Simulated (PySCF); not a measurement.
Two species compared at the same levels of theory.

First species: C5H9N3Si.
Numbering: `[SiH3:1][c:2]1[cH:3][n:4][n:5][n:6]1[CH:7]1[CH2:8][CH2:9]1` (hydrogens: H10, H11, H12 on Si1; H13 on C3; H14 on C7; H15, H16 on C8; H17, H18 on C9)

Second species: C6H3F3O.
SMILES with atom numbers: `[CH2:1]=[C:2]([C:3]#[C:4][C:5]([F:6])([F:7])[F:8])[CH:9]=[O:10]` (hydrogens: H11, H12 on C1; H13 on C9)

Levels: PBE0/pcSseg-1 for dipole moment, HOMO energy, LUMO energy and HOMO–LUMO gap; GFN2-xTB for rotational constant A and rotational constant C. Geometries: GFN2-xTB. Each structure is a single optimised conformer of the isolated species, non-relativistic unless stated; the electronic structure was computed with PySCF and density fitting.

The conformers computed, where there is a choice (atom-mapped SMILES and torsion angles):
- `[SiH3:1][c:2]1[cH:3][n:4][n:5][n:6]1[CH:7]1[CH2:8][CH2:9]1`: N5–N6–C7–C8 -15°
- `[CH2:1]=[C:2]([C:3]#[C:4][C:5]([F:6])([F:7])[F:8])[CH:9]=[O:10]`: C1–C2–C9–O10 0°

```csv
property,column X,column Y
dipole moment,4.17 D,1.73 D
HOMO energy,-7.48 eV,-8.24 eV
LUMO energy,-0.51 eV,-2.90 eV
HOMO–LUMO gap,6.97 eV,5.34 eV
rotational constant A,2.000 GHz,3.256 GHz
rotational constant C,0.815 GHz,0.486 GHz
```

(1) Which column belongs to which species?

(2) How does each property change from the first species to the second?

## Answers

(1) Column X is the first species and column Y the second. The first has 18 atoms and 74 electrons, the second 13 and 74.

(2) dipole moment -2.44 D; HOMO energy -0.76 eV; LUMO energy -2.39 eV; HOMO–LUMO gap -1.63 eV; rotational constant A +1.256 GHz; rotational constant C -0.329 GHz.

On the first: In atomic units the dipole is 1.64 e·bohr (1 au = 2.5417 D).

On the second: A dipole of 1.73 D is allowed in C1, and pure rotational transitions are dipole-allowed. The dipole equals about 5.8 × 10⁻³⁰ C·m (1 D = 3.33564 × 10⁻³⁰ C·m).
